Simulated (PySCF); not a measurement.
Compound: C₅H₆F₂.
Atom-mapped SMILES: `[CH2:1]=[C:2]([F:3])[CH2:4][C:5](=[CH2:6])[F:7]` (hydrogens: H8, H9 on C1; H10, H11 on C4; H12, H13 on C6)

Computed by this run: PySCF, PBE0-D3(BJ)/def2-SVP geometry optimisation, gas phase; density fitting, grid level 1; the optimiser is geomeTRIC in internal coordinates, started from a GFN2-xTB structure with every atom displaced at random (about 0.01 Å).

Step 0: E = -10695.7806 eV
```
atom  x, y, z in Å  |  force x, y, z in eV/Å
C1      2.1420    0.6919    0.2776   -0.383   0.480  -0.602
C2      1.1752   -0.2092    0.2353    0.599  -0.606   0.639
F3      1.0946   -1.1415    1.2064   -0.108   0.218  -0.293
C4      0.1186   -0.3599   -0.7807   -1.835  -0.270   1.167
C5     -1.1898    0.2191   -0.2489    0.951   1.033  -0.438
C6     -2.1994   -0.4046    0.3215   -0.641  -0.071   0.208
F7     -1.2092    1.5726   -0.3530    0.059  -0.685  -0.024
H8      2.8618    0.7491    1.0617    0.555  -0.174   0.812
H9      2.1818    1.4763   -0.4686   -0.015   0.076  -0.329
H10     0.3619    0.1573   -1.6829    0.342   0.439  -0.963
H11    -0.0744   -1.4254   -0.9730    0.261  -0.013  -0.137
H12    -2.1776   -1.4764    0.4358    0.031  -0.464   0.001
H13    -3.0797    0.1338    0.6870    0.184   0.038  -0.041
```

**Question.** Estimate the geometry and energy of step 1. (The exact step hangs on the optimiser's Hessian estimate; all steps are aligned on step 0, rigid shifts and turns removed.)

**Answer.** E = -10695.8865 eV, largest force 0.309 eV/Å
```
atom  x, y, z in Å  |  force x, y, z in eV/Å
C1      2.1946    0.6899    0.2388    0.130  -0.146   0.236
C2      1.1902   -0.1785    0.2664   -0.213   0.162  -0.117
F3      1.0457   -1.0255    1.2871    0.050  -0.077   0.105
C4      0.0778   -0.3229   -0.7294    0.196   0.197  -0.136
C5     -1.2133    0.2304   -0.2149   -0.061  -0.115   0.045
C6     -2.2406   -0.4448    0.2905    0.042  -0.036  -0.028
F7     -1.2499    1.5636   -0.2776    0.035   0.100   0.007
H8      2.9291    0.7105    1.0495   -0.064   0.008  -0.083
H9      2.2921    1.3895   -0.5841    0.012   0.099  -0.151
H10     0.3475    0.2107   -1.6604   -0.054  -0.122   0.173
H11    -0.0422   -1.3888   -0.9601   -0.049  -0.095  -0.040
H12    -2.2039   -1.5323    0.3528    0.003   0.010  -0.015
H13    -3.1213    0.0812    0.6595   -0.027   0.015   0.004
```

The energy changes by -0.1059 eV. The first-order estimate −F·Δx gives -0.2268 eV and the mean of the old and new forces, exact on a quadratic surface, -0.1065 eV. The step makes an angle of 79° with the force vector and moves no atom by more than 0.182 Å.

What follows is the cost of the whole optimisation. The run took 66 s of wall time on Arm Neoverse V2, one thread, shared host with 96 logical CPUs at a one-minute load of 83, and the process peaked at 0.49 GiB of memory.
